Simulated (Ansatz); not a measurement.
Cartesian coordinates (Å):
```xyz
7

C     -1.8559     0.1705    -0.7880
C     -0.7201    -0.1926    -0.7135
O      0.5122    -0.6442    -0.6885
C      1.4080    -0.0674     0.2029
O      1.1524     0.8101     0.9540
H     -2.8625     0.5015    -0.8449
H      2.3659    -0.5780     0.0684
```
Charge 0, spin multiplicity 1.

Level of theory: frozen-core CCSD(T)/cc-pVTZ // B3LYP-D3(BJ)/def2-TZVP in Ansatz (a quantum-chemistry and plane-wave program).

```yaml
HF energy: -264.49832 Ha
MP2 correlation energy: -0.91434 Ha
```

Question: Estimate the CCSD correlation energy, the (T) correction, the total energy and the T1 diagnostic.

Answer: 
- CCSD correlation energy = -0.92056 Ha
- (T) correction = -0.04446 Ha
- CCSD(T) total energy = -265.46333 Ha
- T1 diagnostic = 0.016
